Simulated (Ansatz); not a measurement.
Zirconium tetrachloride, Cl₄Zr. Charge 0, multiplicity 1. Zr: def2 effective core potential. The structure was optimised at the PBE0-D4/def2-TZVP level.

```xyz
5

Cl   -2.175    0.569   -0.557
Zr    0.000    0.000    0.000
Cl    0.191   -2.306    0.108
Cl    1.449    0.820   -1.610
Cl    0.535    0.916    2.059
```

(1) What is the dipole moment at r2SCAN/def2-TZVPP? (Estimate.)

(2) Give the Mulliken charges with r2SCAN, ωB97M-V, PBE in def2-TZVPP. (Best estimate.)

Answers

(1) Computed: 0.00 D, zero by symmetry or nearly so.

(2) Computed: 
```json
{"atom": "Cl1", "r2SCAN": "-0.25", "ωB97M-V": "-0.21", "PBE": "-0.22"}
{"atom": "Zr2", "r2SCAN": "1.02", "ωB97M-V": "0.85", "PBE": "0.90"}
{"atom": "Cl3", "r2SCAN": "-0.25", "ωB97M-V": "-0.21", "PBE": "-0.22"}
{"atom": "Cl4", "r2SCAN": "-0.25", "ωB97M-V": "-0.21", "PBE": "-0.22"}
{"atom": "Cl5", "r2SCAN": "-0.25", "ωB97M-V": "-0.21", "PBE": "-0.22"}
```
